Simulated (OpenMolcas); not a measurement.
Ta4+ with 6 ligands (fluoride) in octahedral coordination (Oh). A charge of +0.333 e stands 2.8 Å behind each ligand. Ligand basis ANO-RCC-VDZP.

- Program: OpenMolcas 26.06
- Method: SS-CASPT2, IPEA 0.25 Eh, imaginary shift 0.1 Eh (the lowest 17 gerade and 15 ungerade orbitals frozen, chosen by energy and not by shell, so the metal 5p can be frozen and 4f correlated)
- Basis: ANO-RCC-VTZP [8s7p5d3f2g1h]
- Scalar Hamiltonian: DKH2, point nucleus
- Active space: 1 electron in 5 orbitals (5d)
- State averaging: 2S+1 = 2 even, 5 roots
- Spin-orbit coupling: state interaction with AMFI integrals over the reference wave functions

All ligands move together. At R = 1.86 Å |10Dq| is 44370 cm-1, and at R = 2.11 Å it is 26685 cm-1.

**Question.** A third run gives 34321 cm-1. What distance was it run at?

**Answer.** With a power law R^-n the two known points give n = -ln(26685 / 44370) / ln(2.11 / 1.86) = 4.03. Then R = 1.86 × (44370 / 34321)^(1/4.03) = 1.982 Å. The run was at 1.99 Å, so the estimate is off by -0.008 Å.

Roots that are degenerate in the reference are averaged as groups; the widest CASPT2 spread within a group is 86 cm-1 (the 3-fold group of multiplicity 2 near 0 cm-1 above the lowest state of its run, R = 1.99). Shifts and gaps below about the spread of the groups concerned are not significant. Over all roots computed the reference weight is 0.71 to 0.72 in R = 1.86, 0.71 in R = 1.99, 0.71 in R = 2.11; a low but even weight reflects the number of correlated electrons. An orbital triplet at a regular site is open to Jahn-Teller coupling, which can distort the site and quench the lowest spin-orbit gaps and is left out. Ligand-to-metal charge-transfer states are missing. With one d shell and no ligand orbital active, 10Dq can be off by a tenth or more. The least metal-like active orbital is 71 % on the metal (Löwdin) and no ligand orbital is active, so the numbers are rough (holds for R = 1.86). The least metal-like active orbital is 77 % on the metal (Löwdin) and no ligand orbital is active, so the numbers are rough (holds for R = 1.99). The least metal-like active orbital is 80 % on the metal (Löwdin) and no ligand orbital is active, so the numbers are rough (holds for R = 2.11). No measured value stands beside these numbers; the geometry is a model, was not optimised and need not be the one that this ion takes.
